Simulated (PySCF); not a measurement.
CH₈O₂Si₂, SMILES C[Si](O)(O)[SiH3]. Atoms are numbered in the order given.

```xyz
13

Si     1.6860     0.9321    -0.0107
Si    -0.3504    -0.2262     0.0239
C     -1.7482     0.8039    -0.6804
O     -0.2516    -1.6704    -0.8157
O     -0.5951    -0.6245     1.6195
H      2.0247     1.3179    -1.4196
H      2.7986     0.0871     0.5216
H      1.6081     2.1911     0.7957
H     -1.8832     1.7236    -0.0900
H     -2.7000     0.2477    -0.6647
H     -1.5438     1.1028    -1.7215
H     -0.5400    -1.6615    -1.7323
H     -1.2010    -1.3556     1.7787
```
Charge 0, spin multiplicity 1.

Coordinates come from a PBE0-D3(BJ)/def2-SVP optimisation. The structure was generated by enumeration, and PubChem lists no compound with its InChIKey, so it may never have been made. One conformer was computed; it need not be the lowest.

Calculation: r2SCAN/def2-TZVP in PySCF.

ESP charges are fitted to the potential on shells at 1.4 to 2.0 van der Waals radii. Atomic charges (e):

```json
[
 {"atom": "Si1", "Löwdin": "0.15", "Mulliken": "0.03", "ESP fit": "-0.03"},
 {"atom": "Si2", "Löwdin": "-0.11", "Mulliken": "0.62", "ESP fit": "0.94"},
 {"atom": "C3", "Löwdin": "-0.45", "Mulliken": "-0.50", "ESP fit": "-0.93"},
 {"atom": "O4", "Löwdin": "-0.12", "Mulliken": "-0.53", "ESP fit": "-0.73"},
 {"atom": "O5", "Löwdin": "-0.11", "Mulliken": "-0.54", "ESP fit": "-0.70"},
 {"atom": "H6", "Löwdin": "-0.04", "Mulliken": "-0.04", "ESP fit": "-0.05"},
 {"atom": "H7", "Löwdin": "-0.03", "Mulliken": "-0.03", "ESP fit": "-0.01"},
 {"atom": "H8", "Löwdin": "-0.04", "Mulliken": "-0.03", "ESP fit": "-0.02"},
 {"atom": "H9", "Löwdin": "0.13", "Mulliken": "0.14", "ESP fit": "0.24"},
 {"atom": "H10", "Löwdin": "0.13", "Mulliken": "0.13", "ESP fit": "0.22"},
 {"atom": "H11", "Löwdin": "0.13", "Mulliken": "0.13", "ESP fit": "0.21"},
 {"atom": "H12", "Löwdin": "0.18", "Mulliken": "0.32", "ESP fit": "0.43"},
 {"atom": "H13", "Löwdin": "0.18", "Mulliken": "0.32", "ESP fit": "0.44"}
]
```

Computed Mayer and Wiberg (Löwdin basis) orders of the bonds:
```
bond     Mayer  Wiberg
-------  -----  ------
Si1–Si2   0.93    1.05
Si2–C3    0.94    1.19
Si2–O4    1.14    1.62
Si2–O5    1.21    1.64
Si1–H6    0.93    0.96
Si1–H7    0.94    0.96
Si1–H8    0.93    0.96
C3–H9     0.95    0.90
C3–H10    0.94    0.90
C3–H11    0.94    0.90
O4–H12    0.88    1.03
O5–H13    0.87    1.02
```
